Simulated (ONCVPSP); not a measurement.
C (Z = 6) ONCV: all-electron and pseudo phase curves

* Element: C (Z = 6)
* Generator: ONCVPSP 4.0.1
* Type: optimised norm-conserving Vanderbilt (ONCV)
* Functional: LDA (Perdew-Wang 92)
* Relativity: scalar-relativistic
* Frozen core: [He]
* Valence charge: 4
* Reference configuration: 2s2 2p2
* Partial waves: 2s: rc 1.25 bohr, ncon 5, nbas 9, qcut 5.1 1/bohr, 1 projector; 2p: rc 2.00 bohr, ncon 3, nbas 8, qcut 5.8 1/bohr, 3 projectors, debl 1.7 Ha; d scattering state at 0.25 Ha: rc 1.55 bohr, ncon 4, nbas 8, qcut 6.3 1/bohr, 2 projectors, debl 3.2 Ha
* Local potential: polynomial inside 1.10 bohr (lpopt 5, dvloc0 4 Ha)
* Core correction: none

The phase is arctan(r·R′/R) of the radial function R(r), unwrapped; energies in Ha, scanned from -2 to 5 Ha. A pole is an energy at which the radial function vanishes at the test radius. The pseudo phase is shifted by a multiple of π to meet the all-electron one at the reference energy, and phase errors are pseudo minus all-electron; the curves can meet again beyond the range given. Levels narrower than the energy grid can be missing from the lists of poles.

```csv
channel,radius (bohr),reference energy (Ha),"poles, all-electron","poles, pseudo",unbroken range about the reference energy with phases within 0.05 rad,phase error 1 Ha above the reference energy (rad)
s,1.27,-0.50,2.73,2.67,the whole range,-0.001
p,2.03,-0.20,"0.29, 4.14","0.29, 4.14",the whole range,-0.000
d,1.57,0.25,4.50,4.50,the whole range,+0.000
```

Phases in the d channel:

```
E (Ha)  all-electron  pseudo
 -1.98         1.202   1.202
 -1.62         1.169   1.169
 -1.26         1.126   1.126
 -0.90         1.070   1.070
 -0.54         0.994   0.994
 -0.18         0.885   0.885
  0.18         0.722   0.722
  0.54         0.465   0.465
  0.90         0.077   0.077
  1.26        -0.386  -0.386
  1.62        -0.770  -0.770
  1.98        -1.025  -1.025
  2.34        -1.189  -1.189
  2.70        -1.300  -1.300
  3.06        -1.379  -1.379
  3.42        -1.440  -1.440
  3.78        -1.490  -1.490
  4.14        -1.532  -1.532
  4.50        -1.571  -1.571
  4.86        -1.607  -1.607
```
